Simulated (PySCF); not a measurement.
OZr, SMILES [O]=[Zr], multiplicity 1.

Coordinates come from a B3LYP-D3(BJ)/def2-TZVPD optimisation. The multiplicity is an assumed one; other spin states were not compared. The def2 effective core potentials stand for the cores of Zr; spin–orbit coupling is left out.

These are TDDFT-CAM-B3LYP/def2-TZVPD (PySCF) values and carry that method's errors.

Vertical excitations; the highest root listed may be one member of a degenerate set. The molecule is in vacuum. State labels are in the subgroup C2v.

Give excitation energies, oscillator strengths and character. (An estimate is asked for; the answer gives what the named calculation found.)


```
state  symmetry  energy (eV)  λ (nm)      f                                   main pairs
-----  --------  -----------  ------  -----  -------------------------------------------
S1           A1         0.44    2834  0.000                   HOMO→LUMO (degenerate set)
S2           A2         0.44    2834  0.000                 HOMO→LUMO+1 (degenerate set)
S3           B1         2.13     582  0.062    HOMO→LUMO+2, HOMO→LUMO+5 (degenerate set)
S4           B2         2.13     582  0.062    HOMO→LUMO+3, HOMO→LUMO+6 (degenerate set)
S5           A1         3.25     382  0.230                             HOMO→LUMO+4 96 %
S6           B2         4.37     284  0.503    HOMO→LUMO+6, HOMO→LUMO+3 (degenerate set)
S7           B1         4.37     284  0.503    HOMO→LUMO+5, HOMO→LUMO+2 (degenerate set)
S8           B1         5.02     247  0.000  HOMO−2→LUMO+1, HOMO−3→LUMO (degenerate set)
S9           B2         5.02     247  0.000  HOMO−3→LUMO+1, HOMO−2→LUMO (degenerate set)
S10          A1         5.02     247  0.000                 HOMO−1→LUMO (degenerate set)
T1           B2         1.23    1005      0                 HOMO→LUMO+3 (degenerate set)
T2           B1         1.23    1005      0                 HOMO→LUMO+2 (degenerate set)
T3           A1         2.23     556      0                             HOMO→LUMO+4 95 %
T4           B2         3.62     343      0                             HOMO→LUMO+6 86 %
```
Triplets are in the Tamm–Dancoff approximation, which puts them higher than full response would, so one can lie above its singlet here.
